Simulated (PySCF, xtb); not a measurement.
H4N2O2W, SMILES [NH]=[W]([NH2])(=[O])[OH], multiplicity 1. Other conformers were not sampled.

Harmonic wavenumbers (cm⁻¹) from xtb with GFN2-xTB at its own minimum, in rising order: 153, 161, 178, 196, 246, 264, 296, 397, 443, 463, 489, 520, 542, 630, 815, 874, 1477, 3259, 3297, 3317, 3552.

Q: What does PBE0-D3(BJ)/def2-SVP run with PySCF 2.14.0 give at its own minimum? (An estimate is asked for; the answer gives what the named calculation found.)

A: 197, 218, 223, 240, 261, 310, 371, 463, 537, 597, 659, 679, 721, 741, 993, 1033, 1517, 3592, 3650, 3699, 3933. Paired by order, the mean absolute difference is 146 cm⁻¹ and the zero-point energies are 30.8 and 35.2 kcal/mol.
